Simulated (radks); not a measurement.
Task: Isoelectronic series with 7 electrons, each ion in its NIST ground configuration. All-electron calculation, non-relativistic Kohn-Sham, r2SCAN, spin-polarised, spherical densities, point nucleus; open shells are filled with parallel spins first (spin-orbit coupling, left out, can overturn this in heavy ions); meta-GGA in the generalised Kohn-Sham scheme. Program: a radial shooting solver on a logarithmic mesh with Libxc functionals. Total energies (hartree) and orbital eigenvalues (eV) (* marks an orbital that is empty in some or all of the ions):

ion,configuration,E (hartree),2p down*,2p up,2s down,2s up
N,[He] 2s2 2p3,-54.58403,-3.1505,-8.8961,-15.1951,-21.3551
F2+,[He] 2s2 2p3,-97.79862,-42.8530,-52.8149,-63.3558,-72.7947
Al6+,[He] 2s2 2p3,-223.31095,-205.8091,-224.0056,-243.3213,-258.9460
P8+,[He] 2s2 2p3,-305.58183,-328.3961,-350.6935,-374.4118,-393.0666
Cl10+,[He] 2s2 2p3,-400.85713,-478.2778,-504.6732,-532.7936,-554.4606
K12+,[He] 2s2 2p3,-509.13526,-655.4232,-685.9151,-718.4360,-743.1039
Sc14+,[He] 2s2 2p3,-630.41529,-859.8150,-894.4027,-931.3220,-958.9838
V16+,[He] 2s2 2p3,-764.69667,-1091.443,-1130.126,-1171.442,-1202.092
Mn18+,[He] 2s2 2p3,-911.97904,-1350.300,-1393.078,-1438.789,-1472.425
Co20+,[He] 2s2 2p3,-1072.26216,-1636.382,-1683.255,-1733.359,-1769.978
Cu22+,[He] 2s2 2p3,-1245.54585,-1949.685,-2000.654,-2055.150,-2094.750
Ga24+,[He] 2s2 2p3,-1431.83000,-2290.208,-2345.272,-2404.160,-2446.739
As26+,[He] 2s2 2p3,-1631.11451,-2657.949,-2717.108,-2780.386,-2825.943
Br28+,[He] 2s2 2p3,-1843.39932,-3052.907,-3116.161,-3183.829,-3232.363
Rb30+,[He] 2s2 2p3,-2068.68437,-3475.081,-3542.430,-3614.486,-3665.997
Nb34+,[He] 2s2 2p3,-2558.25506,-4401.072,-4476.612,-4557.444,-4614.905
Rh38+,[He] 2s2 2p3,-3099.82633,-5435.920,-5519.650,-5609.256,-5672.666
Ag40+,[He] 2s2 2p3,-3390.11214,-5994.164,-6081.989,-6175.982,-6242.366

Estimate the row of Tc36+ ([He] 2s2 2p3).

Result: E (hartree) -2822.54063; 2p down* -4904.889; 2p up -4984.524; 2s down -5069.743; 2s up -5130.179.
